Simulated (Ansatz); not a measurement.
`[F][Al]1[BH]O[B]1S` at its PBE0-D4/def2-TZVP geometry, where that method's forces vanish. Charge 0, multiplicity 1.

```xyz
8

F     1.2296   -0.7701   -2.9725
Al    0.7989   -0.3118   -1.4475
B     1.3879    0.5917    0.3947
O     0.1023    0.3684    0.8631
B    -0.7819   -0.2596   -0.0329
S    -2.4654   -0.6195    0.4065
H     2.1669    1.1235    1.1288
H    -2.4383   -0.1227    1.6600
```

Q: What forces (eV/Å) does r2SCAN-D4/def2-TZVPP give on these atoms in Ansatz 0.2.0? (Estimate.)

A: Computed: 
```
F1   0.018 -0.023 -0.072
Al2 -0.011  0.006  0.024
B3   0.274  0.074 -0.031
O4  -0.036  0.068  0.203
B5  -0.125 -0.109 -0.180
S6  -0.077 -0.020  0.012
H7  -0.035 -0.007  0.010
H8  -0.009  0.010  0.034
```
